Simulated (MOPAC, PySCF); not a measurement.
C3H6Si, SMILES `[SiH3]C1=CC1`, neutral singlet in the gas phase. 

Cartesian coordinates (Å):
SMILES: C1CC=1[SiH3]
```xyz
10

Si    -1.6713    -0.0975     0.1259
C      0.1660    -0.0275     0.1640
C      1.3206    -0.1063     0.7733
C      1.4315     0.2034    -0.6789
H     -2.1050    -1.1532    -0.8404
H     -2.2187    -0.4056     1.4818
H     -2.2056     1.2185    -0.3420
H      1.8581    -0.2780     1.6999
H      1.6739     1.2230    -1.0029
H      1.7505    -0.5768    -1.3809
```
Charge 0, multiplicity 1.

All levels are single points at this geometry (PBE-D3(BJ)/def2-TZVP); Pople sets use spherical d functions. Orbital energies aren't observables, and empty levels follow the basis.

PBE-D3(BJ)/def2-TZVP in PySCF gives gap (eV) = 4.56.

Question: Estimate the gap (eV) from each of these levels: B3LYP/6-311+G** in PySCF; SVWN5/6-31G* in PySCF; AM1 in MOPAC; PM3 in MOPAC; PM7 in MOPAC.

Answer: 
| level | gap (eV) |
|---|---|
| B3LYP/6-311+G** in PySCF | 6.25 |
| SVWN5/6-31G* in PySCF | 4.62 |
| AM1 in MOPAC | 10.58 |
| PM3 in MOPAC | 10.01 |
| PM7 in MOPAC | 10.66 |
